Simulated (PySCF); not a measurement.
Spinor energies of Ir³⁹⁺ (iridium, charge +39)

Start: [Kr] 4d2; 4d3/2 filled at m_j = +1/2, +3/2. Calculated with PySCF 2.14 in an uncontracted even-tempered set (16 s from 4.6 bohr⁻², ratio 2.8; 14 p from 5.9 bohr⁻², ratio 2.8; 9 d from 5.9 bohr⁻², ratio 2.8; 3 f from 22 bohr⁻², ratio 3): generalised Hartree-Fock with the X2C-1e Hamiltonian and a Gaussian nucleus; one run each with spin-orbit coupling (SO) switched off, then screened by Boettger's factors.

```json
{"spinor shell": "1s1/2", "electrons": "2", "ε, spin-free (eV)": "-78283.9", "ε, screened SO (eV)": "-78255.8", "weight of nominal j (screened SO)": "1.000", "rms radius, screened SO (bohr)": "0.0197"}
{"spinor shell": "2s1/2", "electrons": "2", "ε, spin-free (eV)": "-15288.4", "ε, screened SO (eV)": "-15278.8", "weight of nominal j (screened SO)": "1.000", "rms radius, screened SO (bohr)": "0.0796"}
{"spinor shell": "2p1/2", "electrons": "2", "ε, spin-free (eV)": "-13521.0", "ε, screened SO (eV)": "-14690.7", "weight of nominal j (screened SO)": "1.000", "rms radius, screened SO (bohr)": "0.0675"}
{"spinor shell": "2p3/2", "electrons": "4", "ε, spin-free (eV)": "-13521.0", "ε, screened SO (eV)": "-13053.8", "weight of nominal j (screened SO)": "1.000", "rms radius, screened SO (bohr)": "0.0752"}
{"spinor shell": "3s1/2", "electrons": "2", "ε, spin-free (eV)": "-4933.7", "ε, screened SO (eV)": "-4929.9", "weight of nominal j (screened SO)": "1.000", "rms radius, screened SO (bohr)": "0.201"}
{"spinor shell": "3p1/2", "electrons": "2", "ε, spin-free (eV)": "-4404.5", "ε, screened SO (eV)": "-4669.9", "weight of nominal j (screened SO)": "1.000", "rms radius, screened SO (bohr)": "0.192"}
{"spinor shell": "3p3/2", "electrons": "4", "ε, spin-free (eV)": "-4404.5", "ε, screened SO (eV)": "-4295.2", "weight of nominal j (screened SO)": "1.000", "rms radius, screened SO (bohr)": "0.207"}
{"spinor shell": "3d3/2", "electrons": "4", "ε, spin-free (eV)": "-3825.8", "ε, screened SO (eV)": "-3874.0", "weight of nominal j (screened SO)": "1.000", "rms radius, screened SO (bohr)": "0.182"}
{"spinor shell": "3d5/2", "electrons": "6", "ε, spin-free (eV)": "-3825.8", "ε, screened SO (eV)": "-3789.8", "weight of nominal j (screened SO)": "1.000", "rms radius, screened SO (bohr)": "0.186"}
{"spinor shell": "4s1/2", "electrons": "2", "ε, spin-free (eV)": "-2198.5", "ε, screened SO (eV)": "-2197.1", "weight of nominal j (screened SO)": "1.000", "rms radius, screened SO (bohr)": "0.422"}
{"spinor shell": "4p1/2", "electrons": "2", "ε, spin-free (eV)": "-1998.8", "ε, screened SO (eV)": "-2086.9", "weight of nominal j (screened SO)": "0.999", "rms radius, screened SO (bohr)": "0.420"}
{"spinor shell": "4p3/2", "electrons": "4", "ε, spin-free (eV)": "-1998.8", "ε, screened SO (eV)": "-1961.6", "weight of nominal j (screened SO)": "1.000", "rms radius, screened SO (bohr)": "0.447"}
{"spinor shell": "4d3/2", "electrons": "2", "ε, spin-free (eV)": "-1790.8", "ε, screened SO (eV)": "-1803.2", "weight of nominal j (screened SO)": "0.998", "rms radius, screened SO (bohr)": "0.428"}
```

| quantity | spin-free | screened SO |
| --- | --- | --- |
| E (hartree) | -16877.94296 | -16903.94256 |
| M_J | 2 | 2 |
| ⟨J²⟩ | 8.001 | 6.015 |
| ⟨L²⟩ | 12.001 | 10.228 |
| ⟨S²⟩ | 2.000 | 1.589 |

Each row is a mean over spinors that exchange with the open shell spreads, by up to 17.770 eV (4p1/2).

Breit and QED terms are absent; they matter most for the inner s and p1/2 levels.

Densities and radii are taken from the X2C orbitals without a picture-change correction, which distorts them close to the nucleus.

Without spin-orbit coupling the j labels of p, d and f shells carry no meaning; the spin-free column gives the mean over the occupied spinors of each nl shell, and its ⟨J²⟩ belongs to a mixture of degenerate components.
